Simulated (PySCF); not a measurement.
The same groups moved round the core (benzene trifluoromethyl+boryl). Gas-phase values, no solvent. One relaxed conformer stands for each flexible species; it need not be the lowest. Strings in code marks are SMILES.

Computed with PySCF 2.14.0 with r2SCAN-D4/def2-TZVP // r2SCAN-D4/def2-SVP. Excitations are Tamm–Dancoff values on a coarser integration grid. The basis has no diffuse functions, so Rydberg states are missing or too high.

```json
[
 {"species": "`c1c(B)ccc(c1)C(F)(F)F`", "HOMO–LUMO gap (eV)": "4.01", "S1 excitation (TDA) (eV)": "?", "S1 oscillator strength": "?", "HOMO (eV)": "-7.22", "T1 excitation (TDA) (eV)": "3.40"},
 {"species": "`Bc1cccc(C(F)(F)F)c1`", "HOMO–LUMO gap (eV)": "4.16", "S1 excitation (TDA) (eV)": "4.57", "S1 oscillator strength": "0.021", "HOMO (eV)": "-7.27", "T1 excitation (TDA) (eV)": "3.44"},
 {"species": "`c1cc(C(F)(F)F)c(cc1)B`", "HOMO–LUMO gap (eV)": "4.86", "S1 excitation (TDA) (eV)": "5.22", "S1 oscillator strength": "0.016", "HOMO (eV)": "-6.65", "T1 excitation (TDA) (eV)": "?"}
]
```

Q: Complete the blanks.

A: 
- `c1c(B)ccc(c1)C(F)(F)F`, S1 excitation (TDA) (eV): 4.50
- `c1c(B)ccc(c1)C(F)(F)F`, S1 oscillator strength: 0.029
- `c1cc(C(F)(F)F)c(cc1)B`, T1 excitation (TDA) (eV): 3.82
